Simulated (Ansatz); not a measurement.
System: methylborane, CH5B, net charge 0, singlet state. 
Structure (B3LYP-D3(BJ)/def2-TZVP (Ansatz, a first-principles code) minimum search):
```
C
H 1 1.0911
H 1 1.0911 2 110.17
H 1 1.1043 2 105.74 3 113.82
B 1 1.5512 2 115.05 4 114.15
H 5 1.1943 1 120.91 2 -26.93
H 5 1.1943 6 118.10 1 176.57
```

Basis-set convergence of Hartree-Fock and CCSD correlation energies (hartree) with Ansatz. Valence correlation only, unless marked. Spin-orbit coupling is left out. No relativistic terms.

```
basis       functions      E(HF)  E(corr, CCSD)
----------  ---------  ---------  -------------
def2-SVP           53  -65.39601       -0.27036
def2-TZVPP        132  -65.46790       -0.31968
def2-QZVPP        264  -65.47138       -0.33351
```

Extrapolating the two largest sets (X = 3 and 4) as X^-3: E(corr) = (64·(-0.33351) - 27·(-0.31968))/37 = -0.3436 Eh, an estimate of the basis-set limit. The largest set recovers 97.1 % of it, the smallest 78.7 %.
